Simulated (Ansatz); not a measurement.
System: sum formula H2SiO2F, charge 0, multiplicity 2. It need not be the lowest isomer of its formula. SMILES: O[Si](O)F
Coordinates optimised at B3LYP-D3(BJ)/def2-TZVP (Ansatz, an electronic-structure program):
```
Si
F 1 1.6015
O 1 1.6364 2 105.43
H 3 0.9619 1 117.75 2 -163.90
O 1 1.6456 2 111.16 3 -116.55
H 5 0.9617 1 118.47 2 -70.18
```
Charge 0, spin multiplicity 2.

Parts of the frozen-core correlation energy in def2-TZVPP (Ansatz, hartree). Frozen orbitals: 8; correlated occupied orbitals by spin: 13 and 12; virtual: 142 and 143. UHF or UKS for open shells. No spin-orbit coupling. No relativistic terms.

| term | value |
|---|---|
| reference (HF) | -539.52613 |
| MP2 opposite-spin | -0.60941 |
| MP2 same-spin | (withheld) |
| CCSD correlation | (withheld) |
| (T) | (withheld) |
| T1 diagnostic | 0.014 |
| largest doubles amplitude | 0.012 |
| <S^2> of the reference | 0.753 |

Task: Complete the blanks.

Result: 
- MP2 same-spin, value: -0.21490
- CCSD correlation, value: -0.83193
- (T), value: -0.02759
